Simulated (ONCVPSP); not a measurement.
**Before and after: ONCV potential for Si**

Si, optimised norm-conserving Vanderbilt (ONCV), made with ONCVPSP 4.0.1 (LDA (Perdew-Wang 92), scalar-relativistic). Core [Ne], reference 3s2 3p0.5 (charge +1.5). Waves: 3s: rc 1.75 bohr, ncon 3, nbas 7, qcut 4.1 1/bohr, 3 projectors, debl 0.6 Ha; 3p: rc 1.45 bohr, ncon 3, nbas 7, qcut 6.6 1/bohr, 2 projectors, debl 1.3 Ha; d scattering state at 0.34 Ha: rc 1.60 bohr, ncon 3, nbas 8, qcut 5.6 1/bohr, 3 projectors, debl 3.5 Ha. Local part: polynomial inside 1.45 bohr (lpopt 5, dvloc0 0 Ha). Core correction: none.

In the s channel the program set the typed energies aside and used -0.873, 0.250, 0.850 Ha.

All-electron outer shells of the reference configuration (LDA (PZ), scalar-relativistic, ld1.x):

| shell | level (eV) | outermost node (bohr) | outermost maximum (bohr) |
| --- | --- | --- | --- |
| 2s | -153.89 | 0.15 | 0.45 |
| 2p | -110.79 | – | 0.39 |
| 3s | -23.75 | 0.72 | 1.71 |
| 3p | -16.07 | 0.71 | 1.96 |

Change: s: rc 2.44.

Cutoffs: the cutoffs (Ha) at which the residual kinetic energy of the hardest occupied pseudo-wave falls to 1 and 0.1 mHa per electron; they do not see the model core or the augmentation charge, which bear on the density cutoff. Errors are all-electron minus pseudo energies relative to the spin-unpolarised reference configuration.

Problem. Predict the effect on cutoff, ghosts and configuration errors.

Solution. The potential gets softer (7.5 Ha and 23 Ha → 5.6 Ha and 21 Ha); of the 4 tests that both files solve, the error grows in 4 and shrinks in 0 by more than 15 % and 0.3 meV (median size 8.4 → 12.5 meV); neither file shows a bound ghost. A larger radius leaves more room for a smooth pseudo-wave, so fewer plane waves are needed. More of the atom is replaced by a form fitted at one configuration, so other configurations suffer.

```csv
quantity,base,changed
"cutoff, loose",7.5 Ha,5.6 Ha
"cutoff, tight",23 Ha,21 Ha
loose cutoff by channel,"s 7.5 Ha, p 5.6 Ha","s 5.5 Ha, p 5.6 Ha"
bound ghosts,none,none
GHOST(+) flags under 300 eV,s at 140.5 eV,s at 144.1 eV
"error for 3s2 3p2, meV [ΔE -14.76 eV]",+13,+22
"error for 3s2 3p1, meV [ΔE -6.94 eV]",+3.6,+5.1
"error for 3s2 3p0, meV [ΔE 9.17 eV]",+4.6,+7.0
"error for 3s0 3p4, meV [ΔE -0.98 eV]",+12,+18
p: phases at 1.47 bohr within 0.05 rad from the reference energy up to (Ha; the scan ends near 5),3.4,3.4
d: phases at 1.63 bohr within 0.05 rad from the reference energy up to (Ha; the scan ends near 5),to the end of the scan,to the end of the scan
```

Base: The cutoffs count occupied waves only; projector 2 of the p channel, the hardest unoccupied one, needs 65 Ha at the loose tolerance. Changed file: The cutoffs count occupied waves only; projector 2 of the p channel, the hardest unoccupied one, needs 65 Ha at the loose tolerance.
